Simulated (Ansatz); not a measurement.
The cluster Mg₂Te₃, relaxed as a singlet with RKS r2SCAN-D4/def2-SVP in Ansatz, starting from the GFN1-xTB geometry. Force threshold 0.02 eV/Å.

In the def2 sets Te takes a core potential; there is no spin–orbit coupling. The structure comes from a short search, and lower isomers may exist.

Start:

Cartesian coordinates in Å:
```
Mg -1.4077 -0.1156 -0.6604
Mg 1.3450 -0.7834 -0.1413
Te -1.2525 1.5950 1.3044
Te -0.1376 -2.0398 -1.8727
Te 1.4529 1.3438 1.3700
```

| step | energy (eV) | largest force component (eV/Å) | SCF passes |
| --- | --- | --- | --- |
| 1 | -32777.0034 | 0.985 | 16 |
| 2 (rejected) | -32776.9503 | 0.983 | 25 |
| 3 | -32777.1023 | 0.362 | 19 |
| 4 | -32777.1115 | 0.059 | 19 |
| 5 | -32777.1118 | 0.002 | 22 |

Force components are those of the run's own axes.

End:

| atom | x (Å) | y (Å) | z (Å) |
| --- | --- | --- | --- |
| Mg1 | -1.499 | -0.096 | -0.704 |
| Mg2 | 1.436 | -0.820 | -0.133 |
| Te3 | -1.305 | 1.597 | 1.320 |
| Te4 | -0.140 | -2.035 | -1.858 |
| Te5 | 1.509 | 1.354 | 1.375 |

By distances, no bond broke or formed. The bond that changes most is Te3–Te5, from 2.72 to 2.83 Å (atoms count from 1). The end is the same structure that another start reached, the lowest one found.

No frequencies were taken in this run, so the end may be a saddle point.

Run time 11 s (4 threads of Arm Neoverse V2 on a shared host).
